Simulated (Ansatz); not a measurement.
Energy landscape of H₂B, doublet: symmetric bend, bond length relaxed. Scanned: H-B-H angle. Other coordinates (B-H bond length) were minimised at PBE0/def2-TZVP.

The free coordinates were minimised at PBE0/def2-TZVP in PySCF; the energy column is full CI/aug-cc-pVDZ, frozen core (Ansatz, a first-principles code), in kJ/mol.

```csv
a / °,B-H bond length / Å,E
172.18,1.175,33.9
161.67,1.177,25.5
152.03,1.181,15.3
139.80,1.187,4.1
130.66,1.191,0.0
120.12,1.195,2.3
108.74,1.201,15.4
102.05,1.205,29.1
89.53,1.213,68.1
82.48,1.219,98.4
71.76,1.228,157.0
60,1.240,240.0
```

The scan ran from 180.0 to 60.0; beyond the range shown the relaxed coordinates jump or full CI changes its symmetry label.
